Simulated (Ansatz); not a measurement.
`C=C[O][Ti]([Cl])([Cl])[Cl]` at its PBE0-D4/def2-TZVP geometry, where that method's forces vanish. The species carries charge 0 and has multiplicity 1.

```xyz
10

C    -1.7286    0.9598   -0.7482
C    -0.6999    0.1961   -1.0831
O     0.2316   -0.2045   -0.2028
Ti    1.4096   -0.6913    0.9810
Cl    2.2950    1.1034    1.8480
Cl    0.3936   -1.8451    2.5279
Cl    2.9400   -1.9034    0.0051
H    -2.4450    1.2484   -1.5046
H    -1.8719    1.3045    0.2680
H    -0.5244   -0.1679   -2.0914
```

**Question.** What forces (eV/Å) does ωB97M-V/def2-TZVPP give on these atoms in Ansatz? (An estimate is asked.)

**Answer.** Computed: 
```
C1   0.055 -0.042 -0.023
C2  -0.520  0.231 -0.459
O3   0.440 -0.187  0.424
Ti4 -0.109  0.051 -0.083
Cl5  0.033  0.050  0.029
Cl6 -0.023 -0.038  0.049
Cl7  0.053 -0.041 -0.028
H8   0.064 -0.028  0.058
H9   0.024 -0.033 -0.066
H10 -0.019  0.037  0.099
```
